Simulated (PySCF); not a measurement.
# Simulated absorption spectrum

C₈H₆FO (charge +1).
SMILES: `c1c(cc(c(c1)C#[O+])C)F`

Method: PySCF 2.14.0, density-fitted response routines, TDDFT PBE0/def2-SVPD, vertical, gas phase, core orbitals frozen in the response. Isolated species at its GFN2-xTB geometry, gas phase.

Computed states:

```
state  E (eV)       f
   S1    4.18   0.065
   S2    4.49  0.0000
   S3    4.78  0.0000
   S4    4.96   0.270
   S5    5.89  0.0000
   S6    6.44   0.102
```

Each state is given a Gaussian of 0.25 eV full width at half maximum, with ε(max) = 2.175×10⁸ f / Δν̃ (Δν̃ the width in cm⁻¹). The width is an assumption, not a result. The curve ends short of the highest state used, and states not computed would add to its high-energy end.

(1) Give the broadened spectrum and its maxima.

(2) Coming from long wavelengths, where does ε first pass 100 L mol⁻¹ cm⁻¹?

(3) On this curve, what absorbance would a 10⁻⁴ mol/L sample give at 308 nm over a 1 cm path?

Answers

(1) 
| E (eV) | ε (L mol⁻¹ cm⁻¹) |
| --- | --- |
| 3.81 | 16 |
| 3.86 | 73 |
| 3.92 | 341 |
| 3.98 | 1167 |
| 4.04 | 2898 |
| 4.10 | 5230 |
| 4.16 | 6858 |
| 4.21 | 6734 |
| 4.27 | 4917 |
| 4.33 | 2608 |
| 4.39 | 1006 |
| 4.45 | 283 |
| 4.50 | 80 |
| 4.56 | 35 |
| 4.62 | 161 |
| 4.68 | 840 |
| 4.74 | 3222 |
| 4.80 | 8991 |
| 4.85 | 16568 |
| 4.91 | 25745 |
| 4.97 | 29067 |
| 5.03 | 23845 |
| 5.09 | 14213 |
| 5.15 | 6155 |
| 5.20 | 2401 |
| 5.26 | 579 |
| 5.32 | 101 |
| 5.38 | 13 |
| 5.44 | 1 |
| 5.50 | 0 |
| 5.55 | 0 |
| 5.61 | 0 |
| 5.67 | 0 |
| 5.73 | 0 |
| 5.79 | 1 |
| 5.84 | 1 |

Maxima: 297 nm (4.18 eV), ε about 7000, made up of S1 (100%); 250 nm (4.96 eV), ε about 29000, made up of S4 (100%) (ε in L mol⁻¹ cm⁻¹; maxima over ε = 5, shares over 10%). At its high-energy end, 5.84 eV, the curve is still rising (ε about 0.98, from S5).

(2) At about 320 nm (3.87 eV), 0.31 eV below S1.

(3) 308 nm is 4.025 eV, where ε is about 2400 L mol⁻¹ cm⁻¹, so A = ε c l ≈ 0.24 (Beer–Lambert, with the gas-phase spectrum and the assumed width).

The run took 90 s of wall time (grids of density and orbitals included) on one thread of an Intel Xeon at 2.70 GHz, shared host, and the process peaked at 0.99 GiB of memory.
